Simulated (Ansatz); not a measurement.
`[SiH3][O][GeH2][SH]` + `OC(O)(O)F` → `OC(O)(F)O[SiH3]` + `[OH][GeH2][SH]`  (ligand exchange at the Si–O bond)

Computed with Ansatz on PBE0-D4/def2-TZVP structures; ΔE is electronic, products minus reactants. CBS: MP2 limit from def2 TZ/QZ plus the TZ coupled-cluster correction, frozen cores. DFT in def2-TZVPP. B3LYP here is the variant with VWN-RPA as its local correlation; programs differ in this. For Ge outer-core shells are correlated without core-valence functions, which leaves a few kJ/mol of doubt a bond. Scalar relativity is left out up to krypton. Each species was taken in one conformer, which may not be the lowest.

`[SiH3][O][GeH2][SH]`:

Cartesian coordinates in Å:
```
Si -0.403 -0.045 1.676
O 0.589 0.592 0.536
Ge 0.937 0.145 -1.142
S -0.821 -0.850 -2.050
H -1.828 0.256 1.378
H -0.241 -1.522 1.767
H -0.035 0.571 2.975
H 1.272 1.460 -1.851
H 2.068 -0.890 -1.154
H -1.538 0.282 -2.136
```

`OC(O)(O)F`:

```xyz
8

O    -0.579   -0.481    1.151
C    -0.181   -0.087   -0.090
O    -0.678    1.169   -0.260
O     1.186   -0.171   -0.282
F    -0.686   -0.930   -1.039
H    -0.243   -1.372    1.289
H    -0.413    1.463   -1.137
H     1.594    0.410    0.369
```

`OC(O)(F)O[SiH3]`:

Z-matrix (Å, degrees):
```
C
O 1 1.368
F 1 1.363 2 104.8
O 1 1.379 2 113.5 3 -118.1
O 1 1.355 2 111.5 3 119.4
H 2 0.962 1 107.4 3 -163.4
H 4 0.963 1 108.2 2 57.4
Si 5 1.673 1 123.9 2 162.0
H 8 1.480 5 103.7 1 164.6
H 8 1.481 5 110.8 1 -77.4
H 8 1.481 5 110.7 1 45.6
```

`[OH][GeH2][SH]`:

```xyz
7

O    -0.741    1.277   -0.595
Ge   -0.450   -0.379   -0.022
S     1.544   -0.542    0.939
H    -0.570    1.932    0.086
H    -1.447   -0.775    1.079
H    -0.554   -1.227   -1.292
H     2.216   -0.286   -0.196
```

```
             level  ΔE (kcal/mol)  difference from CCSD(T)/CBS
            PBE-D4            3.0                         -0.5
           PBE0-D4            3.5                          0.0
          B3LYP-D4            3.3                         -0.2
            B2PLYP            3.2                         -0.3
     HF/def2-TZVPP            4.1                          0.6
CCSD(T)/def2-TZVPP            3.7                          0.2
     HF/def2-QZVPP            4.1                          0.6
SCS-MP2/def2-QZVPP            3.7                          0.2
     MP2/CBS(def2)            3.6                          0.1
    CCSD/CBS(def2)            3.6                          0.1
       CCSD(T)/CBS            3.5                            0
```

Largest T1 diagnostic among the species: 0.012.
